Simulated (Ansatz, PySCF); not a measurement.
Caution: the highest occupied level lies above zero, so the state may not be bound. This triplet is an excited state, 1.11 eV above the relaxed singlet at the level frozen-core CCSD(T)/aug-cc-pVDZ // B3LYP-D3(BJ)/def2-TZVPD (Ansatz, a first-principles code).

Z-matrix (Å, degrees):
```
C
H 1 1.0944
H 1 1.1086 2 106.59
H 1 1.1091 2 106.61 3 112.61
B 1 1.5944 2 110.36 3 -123.85
F 5 1.4043 1 120.66 2 -179.67
```
Charge -1, spin multiplicity 3.

Q: Estimate the total energy and highest occupied spin orbital that PBE-D3(BJ)/def2-TZVPD // B3LYP-D3(BJ)/def2-TZVPD in PySCF returns for this input.

A: 
| Property | Result |
|---|---|
| total energy | -164.4352 Ha |
| highest occupied spin orbital | 3.46 eV |
